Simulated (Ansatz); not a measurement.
Results of the Gaussian-basis code of Ansatz.

A structure relaxed at PBE0-D4/def2-TZVP, charge 0, multiplicity 1:

| atom | x (Å) | y (Å) | z (Å) |
| --- | --- | --- | --- |
| F1 | -0.565 | 1.828 | -1.668 |
| Si2 | 0.532 | 1.397 | -0.598 |
| S3 | -0.407 | 0.727 | 1.199 |
| Si4 | -0.554 | -1.324 | 0.740 |
| F5 | 0.866 | -2.024 | 0.797 |
| F6 | -1.082 | -1.531 | -0.739 |
| H7 | 1.353 | 0.319 | -1.186 |
| H8 | 1.311 | 2.597 | -0.236 |
| H9 | -1.453 | -1.989 | 1.692 |

Task: Give its formula and SMILES.

Result: F3H3SSi2, `F[SiH2]S[SiH](F)F`.

Task: Summarise the bond lengths by kind.

Result: 3 × F–Si 1.584 to 1.592 Å; 2 × S–Si 2.107 to 2.135 Å; 3 × H–Si 1.469 to 1.477 Å.
